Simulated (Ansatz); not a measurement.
Ansatz (a first-principles code) input (CCSD(T)/aug-cc-pVDZ):

Ansatz 0.2 input:
```yaml
crystal:
  periodic: [false, false, false]
  atoms:
    - {symbol: Se, position_ang: [-0.00000000, -0.00000000, -1.09408869]}
    - {symbol: Se, position_ang: [0.00000000, 0.00000000, 1.09408869]}
basis:
  gaussian:
    orbitals: aug-cc-pVDZ
magnetization: {spin_polarized: true, initial_magnetization: 2}
correlation: {method: ccsd_t, electrons: outside_noble_gas}
output: {forces: true}
```

Output:

```
Functional definition: HF
integrals: 0.09 GiB planned
818 factors; integrals over basis functions are off by at most 8.6e-4 eV
mean field: 0.35 GiB planned
mean field evaluation 1: about -130604.6202 eV, gradient 5.7e0 eV
mean field evaluation 2: about -130604.6205 eV, gradient 5.7e0 eV
mean field evaluation 4: about -130605.0124 eV, gradient 9.3e-1 eV
mean field evaluation 8: about -130605.0264 eV, gradient 2.4e-6 eV
mean field evaluation 16: about -130605.0265 eV, gradient 4.7e-2 eV
mean field evaluation 32: about -130605.0264 eV, gradient 5.4e-4 eV
mean field evaluation 64: about -130603.3785 eV, gradient 5.4e-1 eV
mean field evaluation 96: about -130603.2877 eV, gradient 2.9e0 eV
mean field evaluation 128: about -130601.5844 eV, gradient 3.6e-3 eV
mean field -130605.02656269 eV, -4799.6461989122 hartree, gradient 6.4e-8 eV, S^2 2.045330; 7 other end points of the search recorded, 0 dependent functions left out
determinant -130605.02656269 eV, -4799.6461989122 hartree, with singles and doubles -130611.54009280 eV, -4799.8855667288 hartree
determinant -130605.02637077 eV, -4799.6461918594 hartree, with singles and doubles -130611.54239305 eV, -4799.8856512614 hartree
determinant -130603.36199142 eV, -4799.5850270463 hartree, with singles and doubles -130609.11276045 eV, -4799.7963639101 hartree
determinant -130601.58435866 eV, -4799.5197002473 hartree, with singles and doubles -130608.50112139 eV, -4799.7738865895 hartree
determinant -130605.02656269 eV, -4799.6461989122 hartree, with singles and doubles -130611.54154526 eV, -4799.8856201057 hartree
determinant -130605.02637077 eV, -4799.6461918594 hartree, with singles and doubles -130611.54238488 eV, -4799.8856509613 hartree
mean field evaluation 160: about -130605.0259 eV, gradient 4.2e-3 eV
28 core orbitals not correlated
reference -130605.02637077 eV, -4799.6461918594 hartree; 7, 5 occupied and 37, 39 virtual orbitals, 818 factors
densities: 0.26 GiB planned
second order -5.98272640 eV of doubles, -0.00000000 eV of singles
coupled cluster: 0.17 GiB planned
cycle   1  -6.51601953 eV  change   -5.4e-6 eV  update   1.3e-6
perturbative correction -0.29582220 eV, -0.0108712653 hartree
the calculation of the forces begins
Total energy: -130611.83821250 eV, -4799.8965224256 hartree
Atom 0 at    -0.000000    -0.000000    -1.094089 Å, force    -0.000000     0.000000    -0.499670 eV/Å
Atom 1 at     0.000000     0.000000     1.094089 Å, force     0.000000     0.000000     0.499670 eV/Å
Dipole moment:    -0.000000    -0.000000     0.000000 e Å
```
